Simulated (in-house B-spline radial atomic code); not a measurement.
Cu¹¹⁺. Computed with a B-spline radial atomic code. Model: all-electron spherical atom, spin shells full or empty, radial basis limit, no spin-orbit coupling, Breit or QED, empty-state partial waves extrapolated as (l+1/2)^-4, RPA, G0W0 and static COHSEX of the highest shell as one setting changes (uncorrelated shells keep exact exchange).

Empty levels are discrete states of a finite basis, so the steps are uneven.

Given: element Cu; charge 11; filled core Ne; hamiltonian one-electron scalar X2C; mean-field start Hartree-Fock; highest l of empty states 9; nuclear rms radius 3.8823 fm; lowest nl shells left uncorrelated 3; highest mean-field shell 3p; box radius 6.2 bohr.

Shell: 3s 1 1, 3p 3 3 (electrons up and down).

```
highest empty level kept (hartree)  RPA correlation energy (hartree)  G0W0 level (eV)  G0W0 minus most complete (meV)  COHSEX level (eV)  linearised minus solved G0W0 (meV)
                                48                          -0.44053          -368.46                           221.2            -371.63                                   0
                                96                          -0.46057          -368.59                            91.3            -372.01                                   0
                               168                          -0.46874          -368.65                            36.6            -372.16                                   0
                               288                          -0.47261          -368.68                            10.4            -372.23                                   0
                               480                          -0.47348          -368.68                             4.5            -372.25                                   0
                               864                          -0.47386          -368.68                               2            -372.26                                   0
                              1440                                 ?                ?                               ?                  ?                                   ?
                              2880                                 ?                ?                               ?                  ?                                   ?
                              5760                          -0.47414          -368.69                               0            -372.26                                   0
                             12000                          -0.47414          -368.69                               0            -372.26                                   0
                             28800                          -0.47414          -368.69                               0            -372.26                                   0
                             96000                          -0.47414          -368.69                               0            -372.26                                   0
```

Q: What follows for highest empty level kept = 2880?

A: RPA correlation energy -0.47411 hartree; G0W0 level -368.69 eV; G0W0 minus most complete 0.2 meV; COHSEX level -372.26 eV; linearised minus solved G0W0 0 meV.

Q: What follows for highest empty level kept = 1440?

A: RPA correlation energy -0.47402 hartree; G0W0 level -368.68 eV; G0W0 minus most complete 0.9 meV; COHSEX level -372.26 eV; linearised minus solved G0W0 0 meV.
